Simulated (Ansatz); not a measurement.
Computed with Ansatz on PBE0-D4/def2-TZVP structures; ΔE is electronic, products minus reactants. CCSD(T)/CBS adds triple-zeta CCSD(T) − MP2 to the extrapolated MP2 energy (def2 sets, frozen cores). This one scheme is used for every species. DFT in def2-TZVPP. B3LYP here is the variant with VWN-RPA as its local correlation; programs differ in this. Each species was taken in one conformer, which may not be the lowest.

`CCBN[SiH3]` + H–F → `FBN[SiH3]` + `CC`  (ligand exchange at a B–C bond)

`CCBN[SiH3]`:

Z-matrix (Å, degrees):
```
C
C 1 1.529
H 1 1.093 2 111.4
H 1 1.093 2 111.9 3 120.2
H 1 1.093 2 111.0 3 -119.4
B 2 1.571 1 113.5 3 63.5
H 2 1.097 1 110.2 3 -62.7
H 2 1.100 1 108.6 3 -177.9
N 6 1.406 2 122.7 1 -132.9
H 6 1.204 2 120.1 1 47.5
Si 9 1.740 6 127.0 2 -179.0
H 9 1.012 6 116.2 2 0.9
H 11 1.488 9 110.7 6 119.5
H 11 1.480 9 107.9 6 -1.0
H 11 1.488 9 110.5 6 -121.5
```

H–F:

Cartesian coordinates in Å:
```
F -0.452 -0.003 0.087
H 0.452 0.003 -0.087
```

`FBN[SiH3]`:

Z-matrix (Å, degrees):
```
Si
N 1 1.749
H 1 1.483 2 111.0
H 1 1.485 2 106.5 3 119.3
H 1 1.483 2 111.0 3 -121.4
B 2 1.400 1 126.3 3 60.8
H 2 1.008 1 117.2 3 -119.3
F 6 1.338 2 118.2 1 -0.1
H 6 1.196 2 123.2 1 179.9
```

`CC`:

```xyz
8

C     0.245   -0.029    0.718
C    -0.245    0.029   -0.718
H    -0.205   -0.866    1.259
H     1.329   -0.153    0.766
H    -0.006    0.885    1.262
H     0.204    0.866   -1.259
H    -1.329    0.152   -0.766
H     0.006   -0.885   -1.262
```

CCSD(T)/CBS gives -139.2 kJ/mol.

(1) Another level gave -150.4 kJ/mol. Which?
A. B3LYP/def2-TZVPP
B. HF/def2-TZVPP
C. CCSD(T)/def2-TZVPP
D. B3LYP-D4/def2-TZVPP

Largest T1 diagnostic among the species: 0.012.

Answers

(1) D. B3LYP-D4 -150.4, CCSD(T)/def2-TZVPP -142.8, B3LYP -158.5, HF/def2-TZVPP -170.7 kJ/mol.

The D4 term adds +8.0 kJ/mol with B3LYP and +4.8 kJ/mol with PBE0; it sums over pairs of atoms, weighted by their polarisabilities, and B3LYP, whose exchange is more repulsive, gets the larger term. In def2-TZVPP, CCSD(T) changes the Hartree–Fock value by +27.9 kJ/mol (the triples alone add +3.1 kJ/mol) and MP2 by +30.2 kJ/mol.
